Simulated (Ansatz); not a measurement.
Mulliken charges of CH4ClIOSi, SMILES `CO[SiH](Cl)I` from B3LYP/def2-TZVPP in Ansatz (PBE0-D4/def2-TZVP geometry).

```tsv
atom	x (Å)	y (Å)	z (Å)	charge (e)
C1	-0.571	0.131	1.321	-0.134
O2	-0.311	0.671	0.038	-0.345
Si3	0.586	-0.051	-1.102	0.558
Cl4	-0.149	-1.919	-1.511	-0.231
I5	0.484	1.350	-3.065	-0.119
H6	-1.134	-0.804	1.245	0.109
H7	0.358	-0.055	1.870	0.102
H8	-1.165	0.860	1.872	0.120
H9	1.991	-0.229	-0.684	-0.062
```

Task: By hand: the dipole of these point charges (1 e Å = 4.8032 D).

Result: Σ q r = (0.137, 0.029, 0.502) e Å, of length 0.521 e Å = 2.50 D.

Task: How does the dipole of the full density compare? (Estimate.)

Result: Computed: (0.039, -0.029, 0.409) e Å, 1.98 D; the point charges give 1.26 times that, at 12° from its direction.

Point charges leave out the atoms' own dipoles, such as those of lone pairs, and Mulliken's split depends on the basis, so the two needn't agree.

B3LYP here is the variant with VWN-RPA as its local correlation; programs differ in this.
